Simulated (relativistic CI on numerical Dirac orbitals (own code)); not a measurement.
# Calculated levels, Ta LXIV

These numbers are calculated, not measured: Dirac-Coulomb-Breit CI, separate exchange-only KLI orbitals for each configuration, a model potential for QED, unscaled Slater integrals (own radial code, finite nucleus).

Configuration list (outside the closed core 1s2): 2s2 2p6, 2s2 2p5 3s, 2s2 2p5 3p, 2s2 2p5 3d, 2s 2p6 3s, 2s 2p6 3p, 2s 2p6 3d, 2s2 2p5 4s, 2s2 2p5 4p, 2s2 2p5 4d, 2s2 2p5 4f, 2s2 2p4 3s2, 2s 2p6 4s, 2s2 2p4 3s 3p, 2s 2p6 4p, 2s2 2p4 3s 3d. Levels of other configurations are missing.

```csv
No.,Configuration,Term,J,E (eV),%,Landé g,jj configuration (%)
1,2s2 2p6,1S,0,0.0,100,,closed (100)
2,2s2 2p5 3s,3P°,2,8063.4,100,1.471,2p3/2^3 3s (100)
3,2s2 2p5 3s,1P°,1,8071.8,66,1.131,2p3/2^3 3s (100)
4,2s2 2p5 3p,3P,1,8209.3,49,1.482,2p3/2^3 3p1/2 (100)
5,2s2 2p5 3p,3D,2,8211.0,50,1.136,2p3/2^3 3p1/2 (100)
6,2s2 2p5 3p,3D,3,8564.8,100,1.310,2p3/2^3 3p3/2 (100)
7,2s2 2p5 3p,1P,1,8565.2,56,1.295,2p3/2^3 3p3/2 (100)
8,2s2 2p5 3p,3P,2,8577.6,67,1.310,2p3/2^3 3p3/2 (100)
9,2s2 2p5 3p,1S,0,8634.0,62,,2p3/2^3 3p3/2 (100)
10,2s2 2p5 3d,3P°,0,8721.1,100,,2p3/2^3 3d3/2 (100)
11,2s2 2p5 3d,3P°,1,8730.9,66,1.144,2p3/2^3 3d3/2 (97)
12,2s2 2p5 3d,3F°,3,8732.0,54,1.044,2p3/2^3 3d3/2 (100)
13,2s2 2p5 3d,3D°,2,8739.9,55,1.055,2p3/2^3 3d3/2 (100)
14,2s2 2p5 3d,3F°,4,8810.0,100,1.229,2p3/2^3 3d5/2 (100)
15,2s2 2p5 3d,1D°,2,8817.0,49,1.186,2p3/2^3 3d5/2 (100)
16,2s2 2p5 3d,3D°,3,8827.0,71,1.219,2p3/2^3 3d5/2 (100)
17,2s2 2p5 3d,1P°,1,8855.9,63,1.003,2p3/2^3 3d5/2 (97)
18,2s2 2p5 3s,3P°,0,9366.2,100,,2p1/2 2p3/2^4 3s (100)
19,2s2 2p5 3s,3P°,1,9369.6,66,1.299,2p1/2 2p3/2^4 3s (100)
20,2s2 2p5 3p,3D,1,9508.2,74,0.634,2p1/2 2p3/2^4 3p1/2 (100)
21,2s2 2p5 3p,3P,0,9556.1,62,,2p1/2 2p3/2^4 3p1/2 (100)
22,2s 2p6 3s,3S,1,9830.3,78,1.854,2s 3s (78)
23,2s2 2p5 3p,3D,2,9871.9,50,1.145,2p1/2 2p3/2^4 3p3/2 (100)
24,2s 2p6 3s,1S,0,9874.8,100,,2s 3s (100)
25,2s2 2p5 3p,3P,1,9882.1,39,1.604,2p1/2 2p3/2^4 3p3/2 (78)
26,2s 2p6 3p,3P°,1,9988.3,64,1.282,2s 3p1/2 (96)
27,2s 2p6 3p,3P°,0,9990.6,100,,2s 3p1/2 (100)
28,2s2 2p5 3d,3F°,2,10034.2,74,0.745,2p1/2 2p3/2^4 3d3/2 (100)
29,2s2 2p5 3d,3D°,1,10060.9,47,0.851,2p1/2 2p3/2^4 3d3/2 (96)
30,2s2 2p5 3d,3P°,2,10118.8,47,1.279,2p1/2 2p3/2^4 3d5/2 (100)
```

Energies count from the lowest computed level; ° marks odd parity. Filled j subshells are mostly left out of the jj labels.

The mean weight of the leading LS term, summed over parents, in these 30 levels is 70 %, and that of the leading jj configuration (from the same eigenvectors) 98 %, so jj coupling describes them better and the LS labels are nominal.

At this charge energies of transitions that change n are usually good to better than 1 %, and those within a shell (Δn = 0) to a few per cent.

LS names give the leading component of a level, which can be under half, so a name can repeat, a term be missing and a line seem to break the LS rules.
